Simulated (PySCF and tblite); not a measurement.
C7H11F, numbered as in [CH2:1]=[C:2]1[CH2:3][CH2:4][CH2:5][CH2:6][C@H:7]1[F:8].

Conformers came from 90 starts (ETKDG and KDG, MMFF94s, GFN2-xTB); geometries are PBE0-D3(BJ)/def2-SVP. Energies: PBE0-D3(BJ)/def2-SVPD (IEF-PCM, chloroform), with GFN2-xTB thermal terms (modes under about 100 cm⁻¹ blended into free rotors). Symmetry numbers and mirror images are counted. Conformers within 3 kcal/mol (GFN2-xTB free energy) were kept, 8 at most. Couplings: B3LYP/pcSseg-1 with pcJ-1 on H, F (gas phase; spin-dipole term only for pairs with B, N, F, Si or P). Couplings are for ¹⁹F, ¹H. Of two unlike H on one atom, a is the less shielded (PBE0/pcSseg-1 (IEF-PCM, chloroform)). Programs: PySCF with density fitting and tblite.

The 6-ring runs over atoms 2–3–4–5–6–7.

```json
{"conformer": "1", "shape": "6-ring chair (all substituents equatorial)", "weight %": "65.0"}
{"conformer": "2", "shape": "6-ring chair (F8 axial)", "weight %": "35.0"}
```

Dihedral angles along the coupling paths:

```tsv
coupling	conformer	dihedral (°)
³J(H6a,F8)	1	59
³J(H6a,F8)	2	174
³J(H6b,F8)	1	-57
³J(H6b,F8)	2	58
³J(H3a,H4b)	1	56
³J(H3a,H4b)	2	-58
³J(H3a,H4a)	1	-61
³J(H3a,H4a)	2	-174
³J(H3b,H4b)	1	173
³J(H3b,H4b)	2	60
³J(H3b,H4a)	1	57
³J(H3b,H4a)	2	-56
³J(H4b,H5a)	1	-57
³J(H4b,H5a)	2	57
```

Q: What are these vicinal couplings in each conformer, and averaged?

A: 
```
   coupling  conformer  dihedral (°)  J (Hz)  average (Hz)
 ³J(H6a,F8)          1            59     5.5          17.2
 ³J(H6a,F8)          2           174    39.1          17.2
 ³J(H6b,F8)          1           -57    10.2           9.4
 ³J(H6b,F8)          2            58     7.9           9.4
³J(H3a,H4b)          1            56     4.5           4.8
³J(H3a,H4b)          2           -58     5.2           4.8
³J(H3a,H4a)          1           -61     2.7           7.0
³J(H3a,H4a)          2          -174    15.0           7.0
³J(H3b,H4b)          1           173    14.8          10.6
³J(H3b,H4b)          2            60     2.9          10.6
³J(H3b,H4a)          1            57     5.2           4.9
³J(H3b,H4a)          2           -56     4.4           4.9
³J(H4b,H5a)          1           -57     4.2           4.2
³J(H4b,H5a)          2            57     4.3           4.2
```

Computed couplings to fluorine can be off by tens of per cent at such levels.
